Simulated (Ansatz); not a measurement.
# Molecular dynamics of AsH9Si2

Input file:

```yaml
crystal:
  periodic: [false, false, false]
  atoms:
    - { symbol: Si, position_ang: [-0.749084, -0.303691, -0.748931] }
    - { symbol: Si, position_ang: [0.535252, -1.100668, 1.452285] }
    - { symbol: H, position_ang: [0.141709, -1.103849, -1.633523] }
    - { symbol: H, position_ang: [-1.755447, -1.168218, -0.026076] }
    - { symbol: H, position_ang: [-1.643137, 0.609115, -1.538952] }
    - { symbol: H, position_ang: [0.384991, 0.339927, 0.235652] }
    - { symbol: As, position_ang: [0.889341, 2.091281, -0.661965] }
    - { symbol: H, position_ang: [1.99282, -0.838361, 1.67079] }
    - { symbol: H, position_ang: [-0.256247, -0.598945, 2.617162] }
    - { symbol: H, position_ang: [0.280377, -2.560516, 1.250104] }
    - { symbol: H, position_ang: [-0.464555, 2.765234, -0.466666] }
    - { symbol: H, position_ang: [0.643981, 1.868892, -2.149879] }
basis:
  gaussian: { orbitals: def2-SVP }
hamiltonian:
  xc: pbe0
  dispersion: d4
md:
  timestep: 0.5
  n_steps: 200
  ensemble: nve
  temperature: 300.0
  initial_velocities: maxwell_boltzmann
  seed: 5569
```

Launched with:

```bash
$ ansatz run input.yaml --threads 2 --pin off --max-ram 3072MiB --backend cpu --events-out ev --progress --plain --runs-dir out
```

It starts at the highest image of a converged band. Of that band: Neighbouring images differ by up to 2.7 eV, so the band resolves the path poorly. A vibrational analysis at the climbing image gives one clearly imaginary mode, 1269i cm⁻¹: a first-order saddle point.

Output, in part (step lines, the closing report, with atoms numbered from 0):

```
md step     0: t =     0.00 fs  T =   300.0 K  F+E_penalty+E_count = -76713.00377301 eV  E_kin = 0.387780 eV  conserved = -76712.61599301 eV  (23 SCF iters)
md step     1: t =     0.50 fs  T =   296.2 K  F+E_penalty+E_count = -76712.99886366 eV  E_kin = 0.382903 eV  conserved = -76712.61596100 eV  (25 SCF iters)
md step     2: t =     1.00 fs  T =   285.4 K  F+E_penalty+E_count = -76712.98480176 eV  E_kin = 0.368964 eV  conserved = -76712.61583804 eV  (26 SCF iters)
md step     3: t =     1.50 fs  T =   269.2 K  F+E_penalty+E_count = -76712.96357979 eV  E_kin = 0.347941 eV  conserved = -76712.61563873 eV  (26 SCF iters)
md step     4: t =     2.00 fs  T =   249.9 K  F+E_penalty+E_count = -76712.93837458 eV  E_kin = 0.322979 eV  conserved = -76712.61539556 eV  (26 SCF iters)
md step     5: t =     2.50 fs  T =   230.4 K  F+E_penalty+E_count = -76712.91302800 eV  E_kin = 0.297873 eV  conserved = -76712.61515515 eV  (26 SCF iters)
md step     6: t =     3.00 fs  T =   213.8 K  F+E_penalty+E_count = -76712.89131863 eV  E_kin = 0.276351 eV  conserved = -76712.61496750 eV  (24 SCF iters)
md step     7: t =     3.50 fs  T =   202.2 K  F+E_penalty+E_count = -76712.87619469 eV  E_kin = 0.261325 eV  conserved = -76712.61486982 eV  (24 SCF iters)
[... lines left out ...]
Total energy: -76714.91127270 eV, -2819.2209900371 hartree
Atom 0 at    -1.286210     0.639254    -1.920037 Å, force     0.624918    -0.505200     0.786780 eV/Å
Atom 1 at     1.278052    -1.938279     2.838445 Å, force     0.461674    -0.704841     0.716325 eV/Å
Atom 2 at    -0.929102    -0.824321    -2.138228 Å, force     0.411371     0.415104     0.236655 eV/Å
Atom 3 at    -2.524715     0.454874    -1.047977 Å, force     0.441523     0.532741    -0.099561 eV/Å
Atom 4 at    -1.730833     0.984799    -3.305215 Å, force     0.115193     0.575179     0.077732 eV/Å
Atom 5 at     1.296949    -2.445595     4.373142 Å, force    -0.178474     0.713268    -1.575286 eV/Å
Atom 6 at     0.786522     2.063571    -0.768919 Å, force    -1.755229    -1.009837    -1.120010 eV/Å
Atom 7 at     0.142400    -2.679894     2.079015 Å, force     0.780888     0.507909     0.450312 eV/Å
Atom 8 at     1.153864    -0.426007     2.678419 Å, force    -0.140522    -0.585436     0.228137 eV/Å
Atom 9 at     2.688269    -2.293781     2.297510 Å, force    -0.928347     0.084449     0.162098 eV/Å
Atom 10 at    -0.078176     3.324505    -0.811638 Å, force    -0.017587    -0.012334     0.099381 eV/Å
Atom 11 at     1.217502     2.343485    -2.208683 Å, force     0.184592    -0.011001     0.037437 eV/Å
Dipole moment:     0.010656     0.187175    -0.051714 e Å
```

The steps, from the saved trajectory:

```json
{"time (fs)": "0.0", "T (K)": "300", "potential energy less start (eV)": "0.000", "conserved less start (meV/atom)": "0.00"}
{"time (fs)": "3.0", "T (K)": "214", "potential energy less start (eV)": "0.112", "conserved less start (meV/atom)": "0.09"}
{"time (fs)": "6.0", "T (K)": "224", "potential energy less start (eV)": "0.099", "conserved less start (meV/atom)": "0.05"}
{"time (fs)": "9.0", "T (K)": "299", "potential energy less start (eV)": "0.002", "conserved less start (meV/atom)": "0.09"}
{"time (fs)": "12.0", "T (K)": "549", "potential energy less start (eV)": "-0.323", "conserved less start (meV/atom)": "-0.02"}
{"time (fs)": "15.0", "T (K)": "626", "potential energy less start (eV)": "-0.421", "conserved less start (meV/atom)": "0.09"}
{"time (fs)": "18.0", "T (K)": "957", "potential energy less start (eV)": "-0.852", "conserved less start (meV/atom)": "-0.18"}
{"time (fs)": "21.0", "T (K)": "1034", "potential energy less start (eV)": "-0.948", "conserved less start (meV/atom)": "0.09"}
{"time (fs)": "24.0", "T (K)": "1357", "potential energy less start (eV)": "-1.366", "conserved less start (meV/atom)": "-0.01"}
{"time (fs)": "27.0", "T (K)": "1659", "potential energy less start (eV)": "-1.757", "conserved less start (meV/atom)": "-0.04"}
{"time (fs)": "30.0", "T (K)": "1846", "potential energy less start (eV)": "-1.998", "conserved less start (meV/atom)": "0.04"}
{"time (fs)": "33.0", "T (K)": "2046", "potential energy less start (eV)": "-2.257", "conserved less start (meV/atom)": "-0.01"}
{"time (fs)": "36.0", "T (K)": "2069", "potential energy less start (eV)": "-2.286", "conserved less start (meV/atom)": "0.03"}
{"time (fs)": "39.0", "T (K)": "2133", "potential energy less start (eV)": "-2.370", "conserved less start (meV/atom)": "-0.01"}
{"time (fs)": "42.0", "T (K)": "2078", "potential energy less start (eV)": "-2.299", "conserved less start (meV/atom)": "-0.03"}
{"time (fs)": "45.0", "T (K)": "2008", "potential energy less start (eV)": "-2.208", "conserved less start (meV/atom)": "0.03"}
{"time (fs)": "48.0", "T (K)": "1995", "potential energy less start (eV)": "-2.191", "conserved less start (meV/atom)": "-0.02"}
{"time (fs)": "51.0", "T (K)": "1841", "potential energy less start (eV)": "-1.991", "conserved less start (meV/atom)": "0.06"}
{"time (fs)": "54.0", "T (K)": "1885", "potential energy less start (eV)": "-2.048", "conserved less start (meV/atom)": "0.02"}
{"time (fs)": "57.0", "T (K)": "1937", "potential energy less start (eV)": "-2.117", "conserved less start (meV/atom)": "-0.01"}
{"time (fs)": "60.0", "T (K)": "1968", "potential energy less start (eV)": "-2.155", "conserved less start (meV/atom)": "0.02"}
{"time (fs)": "63.0", "T (K)": "1948", "potential energy less start (eV)": "-2.131", "conserved less start (meV/atom)": "-0.01"}
{"time (fs)": "66.0", "T (K)": "1835", "potential energy less start (eV)": "-1.984", "conserved less start (meV/atom)": "0.07"}
{"time (fs)": "69.0", "T (K)": "1971", "potential energy less start (eV)": "-2.160", "conserved less start (meV/atom)": "0.03"}
{"time (fs)": "72.0", "T (K)": "2174", "potential energy less start (eV)": "-2.423", "conserved less start (meV/atom)": "-0.06"}
{"time (fs)": "75.0", "T (K)": "2205", "potential energy less start (eV)": "-2.462", "conserved less start (meV/atom)": "0.08"}
{"time (fs)": "78.0", "T (K)": "2308", "potential energy less start (eV)": "-2.597", "conserved less start (meV/atom)": "-0.07"}
{"time (fs)": "81.0", "T (K)": "2129", "potential energy less start (eV)": "-2.364", "conserved less start (meV/atom)": "0.05"}
{"time (fs)": "84.0", "T (K)": "2002", "potential energy less start (eV)": "-2.200", "conserved less start (meV/atom)": "0.05"}
{"time (fs)": "87.0", "T (K)": "1985", "potential energy less start (eV)": "-2.179", "conserved less start (meV/atom)": "-0.01"}
{"time (fs)": "90.0", "T (K)": "1962", "potential energy less start (eV)": "-2.148", "conserved less start (meV/atom)": "0.08"}
{"time (fs)": "93.0", "T (K)": "2056", "potential energy less start (eV)": "-2.271", "conserved less start (meV/atom)": "-0.07"}
{"time (fs)": "96.0", "T (K)": "1900", "potential energy less start (eV)": "-2.068", "conserved less start (meV/atom)": "0.04"}
{"time (fs)": "99.0", "T (K)": "1795", "potential energy less start (eV)": "-1.932", "conserved less start (meV/atom)": "0.03"}
```

All steps were run. The conserved energy stayed within 0.18 meV per atom of its start (net change 0.035 meV per atom), so the integration is sound. The system heated up, since it started high on the potential surface and ran downhill. A run of 0.1 ps of so small a system gives no equilibrium averages. The orbitals stay closed-shell, which can raise the energy where a bond breaks towards radicals; this wasn't checked here.

The step under study would form Si1–As7, Si2–H6 and break Si1–Si2, H6–As7. These pairs go: Si1–As7 2.90 → 2.77 Å, Si2–H6 1.89 → 1.62 Å, Si1–Si2 2.67 → 5.99 Å, H6–As7 2.03 → 6.86 Å. In the last frame they stand as after the step (other bonds may differ from the relaxed reactants and products). Also parted: Si1–H6 1.63 → 7.47 Å. It ends as AsH5Si + H4Si. Pairs count as bonded within 1.25 times the sum of covalent radii (0.12 Å more for H–H).

Last frame:

```xyz
12
Properties=species:S:1:pos:R:3
Si -1.286 0.639 -1.920
Si 1.278 -1.938 2.838
H -0.929 -0.824 -2.138
H -2.525 0.455 -1.048
H -1.731 0.985 -3.305
H 1.297 -2.446 4.373
As 0.786 2.064 -0.769
H 0.142 -2.680 2.079
H 1.154 -0.426 2.678
H 2.688 -2.294 2.297
H -0.078 3.325 -0.812
H 1.218 2.344 -2.209
```

The run took 9.5 min on 2 threads of Arm Neoverse V1, on a shared host, peak memory 0.27 GiB.
